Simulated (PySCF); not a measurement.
Ligands exchanged one at a time, Si Br-H. Isolated molecules, 0 K electronic values unless said otherwise. Strings in code marks are SMILES.

The LUMO from two functionals at the same geometries (r2SCAN-D4/def2-TZVP), both in PySCF: PBE-D3(BJ)/def2-TZVP and r2SCAN-D4/def2-TZVP. 

```json
[
 {"species": "0 of 4 Br replaced by H", "r2SCAN-D4/def2-TZVP (eV)": "-2.32"},
 {"species": "1 of 4 Br replaced by H", "r2SCAN-D4/def2-TZVP (eV)": "-1.71"},
 {"species": "2 of 4 Br replaced by H", "r2SCAN-D4/def2-TZVP (eV)": "-1.21"},
 {"species": "3 of 4 Br replaced by H (`[SiH3]Br`)", "r2SCAN-D4/def2-TZVP (eV)": "-0.84"}
]
```

What does PBE-D3(BJ)/def2-TZVP give for each?


- 0 of 4 Br replaced by H: -2.57
- 1 of 4 Br replaced by H: -2.00
- 2 of 4 Br replaced by H: -1.54
- 3 of 4 Br replaced by H (`[SiH3]Br`): -1.25
Over these rows, drawn at random from the members with no instability flagged (it was tested for open shells, ions and some series alone), PBE minus r2SCAN-D4: mean -0.32 eV, from -0.40 eV to -0.25 eV.
